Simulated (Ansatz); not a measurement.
Species: CBr₃, net charge 0, doublet state. It need not be the lowest isomer of its formula. SMILES: Br[C](Br)Br
Coordinates optimised at B3LYP-D3(BJ)/def2-TZVP (Ansatz, a quantum-chemistry and plane-wave program):
```
C
Br 1 1.8821
Br 1 1.8821 2 117.37
Br 1 1.8821 2 117.37 3 148.30
```
Charge 0, spin multiplicity 2.

Wanted: atomisation energy (electronic, to ground-state atoms), in eV. Correlated levels leave the core frozen unless marked. Open shells are spin-unrestricted. Spin-orbit coupling is left out. Frozen are the shells of the preceding noble gas and the d and f shells that filled before the atom's block. No relativistic terms. The coupled-cluster limit lacks core correlation, which all-electron functionals hold. CBS(X,Y): correlation extrapolated as X^-3; Hartree-Fock from the larger set.

```json
[
 {"level": "PBE0/STO-3G", "program": "Ansatz", "atomisation energy (eV)": "11.43"},
 {"level": "HSE06/def2-TZVPD", "program": "Ansatz", "atomisation energy (eV)": "9.38"}
]
```

Predict the CCSD(T)/CBS(cc-pVTZ,cc-pVQZ) result (Ansatz).

8.95 eV, so HSE06/def2-TZVPD differs from it by 0.43 eV.
